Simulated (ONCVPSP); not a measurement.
Varying the ONCV potential for C (Z = 6)

Base potential:

- Element: C (Z = 6)
- Generator: ONCVPSP 4.0.1
- Type: optimised norm-conserving Vanderbilt (ONCV)
- Functional: PBE
- Relativity: non-relativistic
- Frozen core: [He]
- Valence charge: 4
- Reference configuration: 2s2 2p2
- Partial waves: 2s: rc 1.30 bohr, ncon 4, nbas 8, qcut 5.8 1/bohr, 2 projectors, debl 2.9 Ha; 2p: rc 2.60 bohr, ncon 4, nbas 7, qcut 4.9 1/bohr, 2 projectors, debl 2 Ha
- Local potential: polynomial inside 1.00 bohr (lpopt 5, dvloc0 6 Ha)
- Core correction: Teter function, fcfact 2.5, rcfact 1

All-electron outer shells of the reference configuration (PBE, non-relativistic, ld1.x):

```
shell  level (eV)  outermost node (bohr)  outermost maximum (bohr)
   1s     -273.26                      –                      0.17
   2s      -13.74                   0.38                      1.22
   2p       -5.29                      –                      1.20
```

Cutoffs, loose and tight: the cutoffs (Ha) at which the residual kinetic energy of the hardest occupied pseudo-wave falls to 1 and 0.1 mHa per electron. They do not see the model core or the augmentation charge, which bear on the density cutoff. Test errors are all-electron minus pseudo excitation energies from the reference, over the configurations 2s2 2p1; 2s2 2p0; 2s1 2p0; 2s1 2p2. A dash means not determined; rows that change the core or the reference have their own tests.

```csv
change,outcome,"cutoff, loose","cutoff, tight",bound ghosts,GHOST(+) flags above zero,largest test error (meV)
base,generated,15 Ha,55 Ha,none,none,+1644
"s: rc 0.94; local potential polynomial inside 0.94 bohr (lpopt 5, dvloc0 6 Ha)",generated,20 Ha,79 Ha,none,none,+1654
s: rc 1.16,generated,18 Ha,103 Ha,none,none,+1652
s: rc 1.36,generated,14 Ha,46 Ha,none,none,+1641
s: rc 1.48,generated,13 Ha,18 Ha,none,none,+1635
s: rc 1.56,generated,12 Ha,16 Ha,none,none,+1630
s: rc 1.76,generated,10 Ha,14 Ha,none,none,+1614
s: rc 1.92,generated,9.2 Ha,13 Ha,none,none,+1600
```

**Question.** What comes out with this change to the base: s: rc 1.02?

**Answer.** outcome: generated; cutoff, loose: 20 Ha; cutoff, tight: 125 Ha; bound ghosts: none; GHOST(+) flags above zero: none; largest test error (meV): +1652.

Reading the sweep of the s radius (base included, trends over the rows without a ghost): The loose cutoff falls from 20 Ha at 0.94 to 9.2 Ha at 1.92 bohr. A larger radius leaves more room for a smooth pseudo-wave, so fewer plane waves are needed; a smaller one forces it to follow the all-electron wave where it bends sharply. The median size of the test errors (rows with all tests solved) stays near 475.5 meV.
